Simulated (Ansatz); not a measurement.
Ideal-gas functions of FGaH4OSSi, SMILES `[OH][Ga]([SH])[SiH2]F` at 600 K and 1 bar, from an Ansatz frequency run at PBE0-D4/def2-TZVP.

Molar mass 168.9 g/mol, point group C1 (symmetry number 1), electronic degeneracy 1, moments of inertia 133.695, 452.877, 576.641 u Å². Harmonic wavenumbers (cm⁻¹, unscaled): 16, 67, 122, 149, 192, 225, 329, 350, 405, 470, 650, 693, 734, 818, 851, 890, 941, 2220, 2230, 2711, 3899.

Use S(trans) = R[1.5 ln M + 2.5 ln T − 1.1517]; rotational temperatures θ = 24.2544 K / I; S(rot) = R[ln(√π/σ · √(T³/θAθBθC)) + 1.5]; for each mode x = 1.438777 ν̃/T, S = R[x/(eˣ − 1) − ln(1 − e⁻ˣ)] and H = RT x/(eˣ − 1); 1 cm⁻¹ = 0.0119627 kJ/mol; R = 8.31446 J/(mol·K).

**Question.** By hand: the entropy, in J/(mol·K).

**Answer.** Translation 187.4. Rotation: θ = 0.1814, 0.0536, 0.0421 K, giving 129.4. Vibration, mode by mode: 35.42, 23.53, 18.56, 16.92, 14.84, 13.54, 10.50, 10.01, 8.88, 7.75, 5.42, 4.99, 4.61, 3.93, 3.69, 3.43, 3.11, 0.26, 0.25, 0.09, 0.01, in all 189.7. Electronic 0.0. Sum 506.5 J/(mol·K).

**Question.** By hand: H − E and G − E in kJ/mol, counted from the electronic energy.

**Answer.** Zero-point energy ½ × 18962 × 0.0119627 = 113.4; thermal vibration 49.8; translation, rotation and pV give 4 RT = 20.0. H − E = 183.2 kJ/mol, and G − E = 183.2 − 600 × 506.5/1000 = -120.7 kJ/mol.

Vibration gives 37 % of the entropy, 94.4 J/(mol·K) of it from the modes under 150 cm⁻¹: soft modes count most, and the harmonic formula is weakest for them. The sum counts one conformer and one mirror image; others add a mixing term.
